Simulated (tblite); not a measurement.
Compound: C4H9GaSSi.
SMILES with atom numbers: `[CH3:1][C:2]#[C:3][GaH:4][CH2:5][S:6][SiH3:7]` (hydrogens: H8, H9, H10 on C1; H11 on Ga4; H12, H13 on C5; H14, H15, H16 on Si7)

Computed with GFN2-xTB (tblite), gas phase: L-BFGS steps from a force-field or distance-geometry start until the largest atomic force falls under 0.01 eV/Å.

Step 6: E = -523.4098 eV
```
atom  x, y, z in Å  |  force x, y, z in eV/Å
C1      4.5388   -0.4237   -0.1453    0.386  -0.080   0.050
C2      3.1206   -0.1561   -0.1805   -0.126   0.183  -0.058
C3      1.9380    0.1171   -0.2499    0.338   0.035  -0.025
Ga4     0.0564    0.5655   -0.0291   -0.814  -0.466   0.335
C5     -1.3927   -0.9251   -0.0353   -0.027  -0.487  -0.176
S6     -2.8199   -0.5341    1.0744    0.221   0.166  -0.253
Si7    -4.0767    0.8649    0.0080   -0.015   0.014   0.044
H8      4.7495   -1.4738    0.0208   -0.182  -0.315   0.036
H9      5.0283   -0.1507   -1.0786   -0.143   0.147  -0.126
H10     5.0290    0.1194    0.6627   -0.156   0.168   0.038
H11    -0.5081    1.6242    0.9705    0.215   0.469  -0.001
H12    -1.7633   -1.4323   -0.9513    0.135   0.307   0.440
H13    -0.8437   -1.6959    0.5520   -0.290   0.110  -0.265
H14    -4.6491    1.8292    0.9493    0.173  -0.163   0.042
H15    -3.2280    1.5471   -0.9667    0.083  -0.056  -0.068
H16    -5.1867    0.1332   -0.6124    0.202  -0.030  -0.014
```

Step 7: E = -523.4737 eV
```
atom  x, y, z in Å  |  force x, y, z in eV/Å
C1      4.5403   -0.4221   -0.1463    0.265  -0.134   0.032
C2      3.1238   -0.1516   -0.1802   -0.522   0.254  -0.084
C3      1.9400    0.1274   -0.2580    0.389  -0.023   0.073
Ga4     0.0423    0.5413    0.0203   -0.353  -0.210   0.160
C5     -1.3815   -0.9187   -0.0575   -0.353  -0.746   0.122
S6     -2.8103   -0.5229    1.0608    0.270   0.067  -0.083
Si7    -4.0663    0.8629    0.0098   -0.167   0.146  -0.086
H8      4.7377   -1.4758    0.0204   -0.128  -0.260   0.029
H9      5.0210   -0.1501   -1.0834   -0.070   0.144  -0.103
H10     5.0182    0.1221    0.6657   -0.055   0.169   0.040
H11    -0.4902    1.6655    0.9657    0.184   0.326  -0.034
H12    -1.7761   -1.4505   -0.9424    0.170   0.392   0.187
H13    -0.8733   -1.7060    0.5422   -0.106   0.100  -0.221
H14    -4.6385    1.8212    0.9609    0.188  -0.187  -0.006
H15    -3.2210    1.5401   -0.9732    0.061  -0.042  -0.045
H16    -5.1737    0.1261   -0.6164    0.228   0.003   0.018
```

Step 8: E = -523.5094 eV
```
atom  x, y, z in Å  |  force x, y, z in eV/Å
C1      4.5445   -0.4234   -0.1464    0.027  -0.102   0.003
C2      3.1243   -0.1460   -0.1813   -0.415   0.193  -0.068
C3      1.9414    0.1342   -0.2611    0.188  -0.010   0.130
Ga4     0.0276    0.5229    0.0511   -0.026  -0.027   0.051
C5     -1.3814   -0.9269   -0.0675   -0.388  -0.478   0.333
S6     -2.8000   -0.5151    1.0516    0.176   0.036   0.069
Si7    -4.0628    0.8642    0.0091   -0.121   0.158  -0.153
H8      4.7285   -1.4818    0.0209   -0.088  -0.142   0.013
H9      5.0154   -0.1471   -1.0880   -0.024   0.101  -0.039
H10     5.0110    0.1269    0.6681    0.004   0.115   0.009
H11    -0.4766    1.6950    0.9624    0.159   0.207  -0.065
H12    -1.7804   -1.4540   -0.9349    0.050   0.243  -0.193
H13    -0.8915   -1.7106    0.5332    0.065  -0.110  -0.070
H14    -4.6291    1.8136    0.9676    0.162  -0.148   0.013
H15    -3.2160    1.5352   -0.9776    0.047  -0.025  -0.039
H16    -5.1623    0.1219   -0.6186    0.185  -0.010   0.007
```

Step 9: E = -523.5301 eV
```
atom  x, y, z in Å  |  force x, y, z in eV/Å
C1      4.5461   -0.4253   -0.1464   -0.135  -0.032  -0.015
C2      3.1221   -0.1404   -0.1830   -0.093   0.080  -0.034
C3      1.9412    0.1392   -0.2608   -0.084   0.035   0.144
Ga4     0.0194    0.5118    0.0713    0.086   0.044  -0.018
C5     -1.3881   -0.9391   -0.0681   -0.263  -0.147   0.345
S6     -2.7910   -0.5097    1.0476    0.008   0.061   0.179
Si7    -4.0622    0.8677    0.0058    0.014   0.088  -0.141
H8      4.7213   -1.4876    0.0212   -0.069  -0.028  -0.003
H9      5.0115   -0.1437   -1.0912   -0.013   0.049   0.031
H10     5.0066    0.1315    0.6695    0.013   0.041  -0.044
H11    -0.4653    1.7169    0.9591    0.138   0.127  -0.084
H12    -1.7830   -1.4529   -0.9346   -0.046   0.125  -0.397
H13    -0.9014   -1.7167    0.5270    0.162  -0.313   0.064
H14    -4.6205    1.8063    0.9723    0.122  -0.089   0.052
H15    -3.2120    1.5318   -0.9811    0.047   0.001  -0.054
H16    -5.1522    0.1190   -0.6200    0.114  -0.043  -0.025
```

Q: Estimate the geometry and energy of step 10. (The exact step hangs on the optimiser's Hessian estimate; all steps are aligned on step 9, rigid shifts and turns removed.)

A: E = -523.5485 eV, largest force 0.461 eV/Å
```
atom  x, y, z in Å  |  force x, y, z in eV/Å
C1      4.5448   -0.4270   -0.1467   -0.218   0.041  -0.024
C2      3.1187   -0.1341   -0.1849    0.182  -0.026   0.003
C3      1.9393    0.1443   -0.2579   -0.281   0.069   0.143
Ga4     0.0144    0.5035    0.0889    0.091   0.068  -0.069
C5     -1.3985   -0.9524   -0.0630   -0.081   0.040   0.204
S6     -2.7837   -0.5036    1.0478   -0.166   0.089   0.262
Si7    -4.0611    0.8722    0.0005    0.149  -0.004  -0.084
H8      4.7137   -1.4927    0.0214   -0.062   0.078  -0.019
H9      5.0078   -0.1401   -1.0932   -0.015  -0.003   0.087
H10     5.0027    0.1358    0.6695    0.002  -0.033  -0.092
H11    -0.4527    1.7386    0.9545    0.117   0.059  -0.098
H12    -1.7864   -1.4499   -0.9417   -0.066   0.109  -0.372
H13    -0.9072   -1.7284    0.5230    0.165  -0.414   0.119
H14    -4.6107    1.7983    0.9776    0.082  -0.032   0.082
H15    -3.2075    1.5290   -0.9854    0.058   0.033  -0.080
H16    -5.1413    0.1154   -0.6218    0.043  -0.075  -0.061
```

The energy changes by -0.0183 eV. The first-order estimate −F·Δx gives -0.0246 eV and the mean of the old and new forces, exact on a quadratic surface, -0.0184 eV. The step makes an angle of 55° with the force vector and moves no atom by more than 0.026 Å.

What follows is the cost of the whole relaxation. Time: 1.5 s. Hardware: an Arm Neoverse N1 with one thread, shared host with 64 logical CPUs at a one-minute load of 56.
